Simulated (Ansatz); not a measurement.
Cost and result for the atomization energy of CH6Si2Te (`[SiH3]C1[SiH2][Te]1`) (10 atoms, 10 bonds).

Cartesian coordinates in Å:
```
Si 0.877 -0.975 0.806
C 0.254 0.006 -0.643
Si -1.315 0.969 -0.561
Te 0.796 2.175 -0.471
H 2.362 -0.958 0.871
H 0.322 -0.388 2.052
H 0.427 -2.392 0.691
H 0.533 -0.359 -1.630
H -2.122 0.858 0.673
H -2.134 1.064 -1.789
```

Charge 0, multiplicity 1. Correlated methods include outer-core shells of Te, which these sets cover unevenly. Te: def2 effective core potential. All single points use the PBE0-D4/def2-TZVP geometry. Program: Ansatz. All runs use 4 threads of an Arm Neoverse V2 on a shared host. Times are those of one run each, without the atoms' runs, and a repeat can differ threefold. Electronic energies, without spin–orbit coupling; frozen cores. CCSD(T)/CBS adds CCSD(T) − MP2 in def2-TZVPP to the MP2 limit, and its time is that of the two runs behind it. T1 = 0.012. With those shells the extrapolation isn't a true limit. B3LYP takes the VWN-RPA correlation (the form of Gaussian; ORCA's B3LYP/G).

CCSD(T)/CBS is a level of theory with its own doubt, some kJ/mol a heavy atom from the limit and from the frozen cores, so smaller differences don't rank the functionals.

```
                             level  functions  wall time
   PBE-D4/def2-TZVPP (with forces)        249      2.4 s
                PBE0-D4/def2-TZVPP        249      3.3 s
r2SCAN-D4/def2-TZVPP (with forces)        249        5 s
 B3LYP-D4/def2-TZVPP (with forces)        249      5.5 s
                 B2PLYP/def2-TZVPP        249      6.5 s
                ωB97X-V/def2-TZVPP        249        9 s
  ωB97M-V/def2-TZVPP (with forces)        249       13 s
                    MP2/def2-QZVPP        459       20 s
                CCSD(T)/def2-TZVPP        249    2.7 min
                 CCSD(T)/CBS(def2)          –    3.1 min
```

(1) What atomization energy does each give, and how far from CCSD(T)/CBS? (Best estimate.)

Results:

(1) Ansatz gave: 
```json
{"level": "PBE-D4/def2-TZVPP (with forces)", "atomization (kcal/mol)": "742.9", "difference from CCSD(T)/CBS": "-3.3", "per bond": "-0.3"}
{"level": "PBE0-D4/def2-TZVPP", "atomization (kcal/mol)": "737.1", "difference from CCSD(T)/CBS": "-9.1", "per bond": "-0.9"}
{"level": "r2SCAN-D4/def2-TZVPP (with forces)", "atomization (kcal/mol)": "741.2", "difference from CCSD(T)/CBS": "-5.0", "per bond": "-0.5"}
{"level": "B3LYP-D4/def2-TZVPP (with forces)", "atomization (kcal/mol)": "738.1", "difference from CCSD(T)/CBS": "-8.1", "per bond": "-0.8"}
{"level": "B2PLYP/def2-TZVPP", "atomization (kcal/mol)": "728.4", "difference from CCSD(T)/CBS": "-17.8", "per bond": "-1.8"}
{"level": "ωB97X-V/def2-TZVPP", "atomization (kcal/mol)": "745.2", "difference from CCSD(T)/CBS": "-1.0", "per bond": "-0.1"}
{"level": "ωB97M-V/def2-TZVPP (with forces)", "atomization (kcal/mol)": "738.8", "difference from CCSD(T)/CBS": "-7.4", "per bond": "-0.7"}
{"level": "MP2/def2-QZVPP", "atomization (kcal/mol)": "741.1", "difference from CCSD(T)/CBS": "-5.1", "per bond": "-0.5"}
{"level": "CCSD(T)/def2-TZVPP", "atomization (kcal/mol)": "721.9", "difference from CCSD(T)/CBS": "-24.3", "per bond": "-2.4"}
{"level": "CCSD(T)/CBS(def2)", "atomization (kcal/mol)": "746.2", "difference from CCSD(T)/CBS": "0.0", "per bond": "0.0"}
```

The D4 term adds +11.9 kcal/mol with B3LYP and +6.2 kcal/mol with PBE0; it sums over pairs of atoms, weighted by their polarisabilities, and B3LYP, whose exchange is more repulsive, gets the larger term. From PBE to PBE0 (25 % exact exchange), in def2-TZVPP and without D4, the atomization energy moves by −4.7 kcal/mol: exact exchange takes away binding that semilocal exchange gives to molecules. In def2-TZVPP, CCSD(T) changes the Hartree–Fock value by +182.4 kcal/mol (the triples alone add +12.0 kcal/mol) and MP2 by +187.2 kcal/mol; breaking electron pairs costs correlation energy, which Hartree–Fock lacks.

Spin–orbit coupling would lower the free Te atoms strongly, and the atomization energy with them, by more than many differences here.
